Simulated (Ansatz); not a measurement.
C2H9Al2N. The species carries charge 0 and has multiplicity 1. The bonds changed during the relaxation, so this is another structure than the one it started from.

Cartesian coordinates in Å:
```
C -1.182 -0.136 1.149
C -0.024 0.222 0.251
N 1.127 -0.732 0.430
Al 0.265 -1.053 -1.305
Al 0.190 1.893 -0.626
H -0.962 0.086 2.201
H -1.470 -1.195 1.089
H -2.065 0.447 0.875
H 2.033 -0.290 0.514
H 0.989 -1.373 1.202
H 1.213 -0.585 -2.489
H -0.619 -2.367 -1.283
H 1.630 2.337 -1.136
H -1.126 2.745 -0.873
```

(1) List the harmonic frequencies (cm⁻¹, unscaled) at PBE0-D4/def2-TZVP in Ansatz. (An estimate is asked.)

(2) Is this a minimum?

(3) Give the ideal-gas thermochemistry at 298.15 K and 1 bar (rigid rotor, harmonic oscillator; point group C1, symmetry number 1).

(4) And at 400, 500, 600, 800 and 1000 K?

(5) Rotational constants (cm⁻¹)?

Answers

(1) Ansatz gave: 124, 157, 180, 248, 275, 309, 364, 415, 468, 520, 535, 559, 578, 598, 657, 728, 768, 903, 965, 1019, 1065, 1107, 1270, 1403, 1471, 1494, 1610, 1903, 1915, 1922, 1929, 2989, 3035, 3119, 3524, 3614.

(2) Yes, all 36 modes are real.

(3) Zero-point energy 261.6 kJ/mol; H(298) − E = 286.3 kJ/mol; entropy 361.9 J/(mol·K), of which translation 166.4, rotation 114.1, vibration 81.5; G(298) − E = 178.4 kJ/mol.

(4) 
```
T (K)  H − E (kJ/mol)  S (J/mol/K)  G − E (kJ/mol)
  400           302.1        407.4           139.2
  500           320.3        447.8            96.4
  600           340.5        484.6            49.7
  800           385.8        549.6           -53.8
 1000           435.9        605.4          -169.5
```

(5) 0.1212, 0.08564, 0.06588.
